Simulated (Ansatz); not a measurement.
Compare A (`C=C[SiH](C)O`) with its isomer B (`CC1OC[SiH2]1`).

Computed with Ansatz on PBE0-D4/def2-TZVP structures; ΔE is electronic, products minus reactants. CCSD(T)/CBS adds triple-zeta CCSD(T) − MP2 to the extrapolated MP2 energy (def2 sets, frozen cores). DFT in def2-TZVPP. B3LYP here is the variant with VWN-RPA as its local correlation; programs differ in this. One conformer a species, not always the lowest.

A:

```xyz
13

C    -2.182   -0.213   -0.544
C    -1.025   -0.789   -0.228
Si    0.322    0.083    0.717
C     1.953   -0.156   -0.157
O    -0.054    1.681    0.908
H    -2.957   -0.728   -1.104
H    -2.407    0.807   -0.242
H    -0.863   -1.818   -0.549
H     0.411   -0.450    2.101
H     2.196   -1.221   -0.228
H     2.763    0.339    0.384
H     1.923    0.244   -1.175
H    -0.080    2.221    0.117
```

B:

Z-matrix (Å, degrees):
```
C
C 1 1.505
H 1 1.094 2 110.6
H 1 1.093 2 110.3 3 119.4
H 1 1.092 2 111.4 3 -120.2
O 2 1.451 1 111.0 3 58.8
Si 2 1.899 1 122.7 3 161.7
H 2 1.100 1 110.0 3 -62.2
C 6 1.442 2 104.0 1 140.5
H 7 1.489 2 114.6 1 -15.5
H 7 1.490 2 120.6 1 117.6
H 9 1.092 6 110.4 2 -137.6
H 9 1.097 6 111.3 2 101.6
```

**Question.** Which isomer does CCSD(T)/CBS put lower? Give the gap. (Best estimate.)

**Answer.** The calculation gave: A, by 59.9 kcal/mol.

**Question.** Give E(B) − E(A) in kcal/mol with CCSD(T)/def2-TZVPP, B2PLYP, B3LYP-D4, B3LYP, CCSD/def2-TZVPP, ωB97M-V, r2SCAN-D4. (An estimate is asked.)

**Answer.** Computed: CCSD(T)/def2-TZVPP 59.0, B2PLYP 59.8, B3LYP-D4 58.9, B3LYP 59.0, CCSD/def2-TZVPP 59.5, ωB97M-V 57.5, r2SCAN-D4 57.4. None reverses the order clearly.

Largest T1 diagnostic: 0.012.

In def2-TZVPP, CCSD(T) changes the Hartree–Fock value by −5.4 kcal/mol (the triples alone add −0.6 kcal/mol) and MP2 by −4.3 kcal/mol. From PBE to PBE0 (25 % exact exchange), in def2-TZVPP and without D4, E(B) − E(A) moves by +1.3 kcal/mol.
